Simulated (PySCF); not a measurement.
# One molecule, several mistakes: BGeH4

All numbers below are calculated, not measured. The program is PySCF 2.14.0, an open-source quantum chemistry code, run on an isolated molecule that a program drew, which may never have been made. The molecule is BGeH4 (charge 0, doublet), drawn as the SMILES string `[BH2][GeH2]`.

Each row is a Hartree-Fock (HF) and frozen-core CCSD(T) single point in the cc-pVDZ basis, meant for a local HF minimum. Run 1 is clean. Each other run has one planted mistake out of seven kinds, and not every kind appears here: one electron removed, one electron added, multiplicity raised by two, geometry at a saddle point, minimal basis STO-3G, one bond length entered in bohr, all coordinates scaled. The reference is restricted for singlets and unrestricted otherwise, and also for a bond in bohr. Adding or removing an electron swaps singlet and doublet. Electrons count all cores. HOMO and LUMO are orbital energies over both spins, the gradient is its largest component, and the lowest frequency (negative if imaginary) is given only where the gradient is small. Bond lengths are over the 5 bonds as drawn. T1 is the CCSD diagnostic: over 0.02 (restricted) or 0.045 (unrestricted) a single reference is doubtful. Germanium has the cc-pVDZ-PP basis, with a core potential (ECP10MDF) in place of its 10 inner electrons, and its 3s, 3p and 3d shells are frozen in CCSD(T).

Geometry of the clean run:
```xyz
6
BGeH4, angstrom
B     1.2463   -1.4181   -0.8460
Ge    1.8957   -1.5748    1.0367
H     0.6415   -0.4419   -1.1808
H     1.4668   -2.3031   -1.6199
H     1.6841   -0.5148    2.1131
H     2.6808   -2.7639    1.5813
```

| run | electrons | basis functions | <S^2> | HOMO (eV) | LUMO (eV) | gradient (hartree/bohr) | lowest frequency (cm^-1) | mean bond (Å) | longest bond (Å) | T1 | HF (hartree) | CCSD(T) (hartree) | mistake |
|---|---|---|---|---|---|---|---|---|---|---|---|---|---|
| 1 | 41 | 57 | 0.760 | -8.10 | 0.44 | 3.9e-05 | 178 | 1.4882 | 1.998 | 0.0170 | -320.33201 | -320.54618 | no fault |
| 2 | 41 | 57 | 0.758 | -8.36 | 0.39 | 4.9e-02 | - | 1.3691 | 1.838 | 0.0131 | -320.29946 | -320.50949 | all coordinates scaled |
| 3 | 40 | 57 | 0.000 | -18.22 | -6.92 | 4.7e-02 | - | 1.4882 | 1.998 | 0.0083 | -320.05664 | -320.24966 | ? |
| 4 | 42 | 57 | 0.000 | -0.77 | 8.06 | 3.6e-02 | - | 1.4882 | 1.998 | 0.0223 | -320.33670 | -320.59126 | ? |

**Which mistake was planted in run 3, and what did it cost?**

It counts 40 electrons, one fewer than the clean run, at the same geometry and basis. So the mistake is: one electron removed. Subtracting run 1 and multiplying by 627.51 kcal/mol a hartree, the energy moved by 172.8 kcal/mol in HF and 186.1 kcal/mol in CCSD(T).

**Which mistake was planted in run 4, and what did it cost?**

It counts 42 electrons, one more than the clean run, at the same geometry and basis. So the mistake is: one electron added. Subtracting run 1 and multiplying by 627.51 kcal/mol a hartree, the energy moved by -2.9 kcal/mol in HF and -28.3 kcal/mol in CCSD(T).

Cautions from the logs. Run 4: T1 is over the limit, so its CCSD(T) energy is less reliable.
